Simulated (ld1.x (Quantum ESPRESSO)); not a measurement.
What one change does to a pseudopotential (Nb (Z = 41), TM)

| Item | Value |
| --- | --- |
| Element | niobium |
| Generator | ld1.x (Quantum ESPRESSO) 7.5 |
| Type | norm-conserving Troullier–Martins (Kleinman–Bylander form) |
| Functional | PBE |
| Relativity | scalar-relativistic |
| Frozen core | [Ar] 3d10 4s2 |
| Valence charge | 11 |
| Reference configuration | 4p6 4d4 5s1 5p0 |
| Partial waves | 5s (bound): rc 2.95 bohr; 4d (bound): rc 1.45 bohr; 4p (bound): rc 2.20 bohr |
| Local potential | the p channel |
| Core correction | none |

Change: all radii scaled by about 0.88 (s 2.60, p 1.94, d 1.28 bohr).

Cutoffs: the cutoffs (Ry, on a coarse ladder) from which the occupation-weighted sum of valence levels, in a spherical-Bessel basis at the reference potential, stays within 10 and 1 mRy of its value at 400 Ry; they do not see the model core or the augmentation charge, which bear on the density cutoff. Errors are all-electron minus pseudo energies relative to the spin-unpolarised reference configuration.

Question: What does the change do?

Answer: The potential gets harder (40 Ry and 55 Ry → 60 Ry and 90 Ry); both files keep a bound ghost (s); the number of tests that count goes from 6 to 7; of the 6 tests that both files solve, the error grows in 0 and shrinks in 1 by more than 15 % and 0.3 meV (median size 26.7 → 24.4 meV). A smaller radius makes the pseudo-wave follow the all-electron one further in, where it bends more sharply, so more plane waves are needed.

| quantity | base | changed |
| --- | --- | --- |
| cutoff, loose | 40 Ry | 60 Ry |
| cutoff, tight | 55 Ry | 90 Ry |
| loose cutoff by channel (10 mRy a level) | s 6 Ry, d 30 Ry, p 21 Ry | s 6 Ry, d 35 Ry, p 18 Ry |
| bound ghosts | s | s |
| tests counted (converged, no solver errors) | 6 of 7 | 7 of 7 |
| error for 4p6 4d4 5s0 5p0, meV [ΔE 6.64 eV] | -8.8 | -8.0 |
| error for 4p6 4d3 5s0 5p0, meV [ΔE 20.68 eV] | +31 | +28 |
| error for 4p6 4d2 5s0 5p0, meV [ΔE 45.40 eV] | +115 | +100 |
| error for 4p6 4d1 5s0 5p0, meV [ΔE 82.31 eV] | +233 | +198 |
| error for 4p6 4d3 5s2 5p0, meV [ΔE -0.52 eV] | -22 | -21 |
| error for 4p6 4d5 5s0 5p0, meV [ΔE 1.27 eV] | -15 | -14 |

Base: Tests not counted: 4p6 4d4 5s0.5 5p0 (pseudo-atom not self-consistent, printed error -2.4 meV). These tests converged, but a pseudo level misses the all-electron one widely, so the file describes the atom poorly there or has found another state: 4p6 4d1 5s0 5p0: empty 5s by 7.8 eV. ld1.x printed “convergence not achieved” for 1 of the counted tests; its residual had stalled under 1e-8, short of the target of 1e-14. Changed file: ld1.x printed “convergence not achieved” for 2 of the counted tests; their residual had stalled under 1e-8, short of the target of 1e-14. A true bound ghost makes a file unfit for plane-wave use even where its test errors are small: the radial tests pick states by their node count and pass the ghost by.
